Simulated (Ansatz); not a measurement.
Level of theory: frozen-core CCSD(T)/cc-pVDZ // B3LYP-D3(BJ)/def2-SVP (Ansatz, a quantum-chemistry and plane-wave program).

Ansatz 0.2 input:
```yaml
crystal:
  periodic: [false, false, false]
  atoms:
    - { symbol: F, position_ang: [1.30337, -1.09433, -0.108663] }
    - { symbol: Ge, position_ang: [0.0, -0.000002, 0.000001] }
    - { symbol: F, position_ang: [0.562683, 1.584257, -0.285743] }
    - { symbol: F, position_ang: [-1.179244, -0.403033, -1.164081] }
    - { symbol: F, position_ang: [-0.68681, -0.086894, 1.558486] }
basis:
  gaussian: { orbitals: cc-pVDZ }
correlation:
  method: ccsd_t
```

Output:

```
Functional definition: HF
845 factors; integrals over basis functions are off by at most 2.6e-4 eV
mean field evaluation 1: about -67296.6487 eV, gradient 4.5e1 eV
mean field evaluation 2: about -67296.8130 eV, gradient 4.6e1 eV
mean field evaluation 4: about -67300.2828 eV, gradient 1.9e0 eV
mean field evaluation 8: about -67300.3178 eV, gradient 9.8e-2 eV
mean field evaluation 16: about -67298.8886 eV, gradient 2.8e1 eV
mean field -67300.31781385 eV, -2473.2410618651 hartree, gradient 2.0e-6 eV, S^2 0.000000; 0 other end points of the search recorded, 0 dependent functions left out
13 core orbitals not correlated
reference -67300.31781385 eV, -2473.2410618651 hartree; 21, 21 occupied and 49, 49 virtual orbitals, 845 factors
second order -23.46059822 eV of doubles, -0.00000000 eV of singles
cycle   1  -22.91965627 eV  change    5.4e-1 eV  update   1.1e-1
cycle   2  -23.39742475 eV  change   -4.8e-1 eV  update   3.2e-2
cycle   3  -23.52720791 eV  change   -1.3e-1 eV  update   1.6e-2
cycle   4  -23.51586507 eV  change    1.1e-2 eV  update   2.6e-3
cycle   5  -23.51169833 eV  change    4.2e-3 eV  update   9.7e-4
cycle   6  -23.51212644 eV  change   -4.3e-4 eV  update   2.9e-4
cycle   7  -23.51208536 eV  change    4.1e-5 eV  update   8.0e-5
cycle   8  -23.51200374 eV  change    8.2e-5 eV  update   2.3e-5
cycle   9  -23.51199499 eV  change    8.8e-6 eV  update   6.1e-6
perturbative correction -0.41284613 eV, -0.0151718156 hartree
Total energy: -67324.24265497 eV, -2474.1202835595 hartree
```

Cost: about 7 core-seconds (a rough figure).
